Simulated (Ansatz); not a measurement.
Reaction (SMILES): [BH2] (BH2) → B atom + 2 H atom
B3LYP-D3(BJ)/def2-TZVP geometries, fixed; electronic energies without zero-point terms.

Effect of a fitting basis named in the input at HF/cc-pVTZ with Ansatz (a first-principles code), against the last row, where the atomisation energy is 143.46 kcal/mol. Open shells are unrestricted. The default fits or decomposes integrals by the program's own choice; accuracy: high also tightens integrals, grids and stops.

```
setting                        largest shift of a total energy (mEh)  shift of the atomisation energy (kcal/mol)
-----------------------------  -------------------------------------  ------------------------------------------
fitting: def2-SV(P)-JKFIT                                     -0.003                                       0.002
fitting: def2-universal-JKFIT                                 -0.003                                       0.002
fitting: cc-pVTZ-JKFIT                                        -0.003                                       0.003
fitting: cc-pVQZ-JKFIT                                         0.002                                       0.000
fitting: cc-pV5Z-JKFIT                                         0.002                                       0.001
accuracy: high                                                 0.000                                       0.000
accuracy: medium (default)                                     0.000                                       0.000
```

Within 0.02 kcal/mol in the atomisation energy: fitting: def2-SV(P)-JKFIT; fitting: def2-universal-JKFIT; fitting: cc-pVTZ-JKFIT; fitting: cc-pVQZ-JKFIT; fitting: cc-pV5Z-JKFIT; accuracy: high. The largest shift is 0.003 mEh in a total energy and 0.003 kcal/mol in the difference.
